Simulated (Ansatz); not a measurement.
Coupled-cluster diagnostics for Si(OEt)2H2 (C₄H₁₂O₂Si), Ansatz.

Geometry of the singlet (B3LYP-D4/def2-SVP):

```xyz
19

C    -0.168   -2.006    1.033
C    -1.535   -1.373    0.808
C     0.556    2.016   -0.862
C    -0.502    1.317   -1.704
O     0.857   -1.366    0.289
O     0.728    1.410    0.408
Si    1.625    0.044    0.715
H    -0.183   -3.064    0.721
H     0.080   -1.994    2.113
H    -2.309   -1.923    1.366
H    -1.545   -0.324    1.143
H    -1.799   -1.391   -0.261
H     0.268    3.066   -0.683
H     1.520    2.038   -1.409
H    -0.639    1.843   -2.664
H    -0.215    0.276   -1.918
H    -1.469    1.301   -1.178
H     2.868    0.078   -0.100
H     1.864    0.051    2.183
```

Correlated methods freeze 11 core orbitals. Another isomer (singlet) lies 0.72 eV lower at PBE0-D4/def2-TZVP; other spin states weren't run for this one.

Q: Estimate the CCSD(T) correlation energy, the shares of MP2 and (T), T1 and the reference's ⟨S²⟩ for: charge 0, singlet, own geometry in def2-SVP; and the rough time on 4 threads of Arm Neoverse V2 on a shared host.

A: 
| state | basis | correlation (eV) | MP2 share (%) | (T) share (%) | T1 | ⟨S²⟩ (pure) | wall time |
| --- | --- | --- | --- | --- | --- | --- | --- |
| charge 0, singlet, own geometry | def2-SVP | -31.288 | 90.4 | 2.6 | 0.011 | 0.00 (0.00) | 59 s |
Customary marks for T1 are 0.02 (closed shells), 0.045 (open shells) and about 0.05 (3d metals). T1 stays under 0.02 throughout.
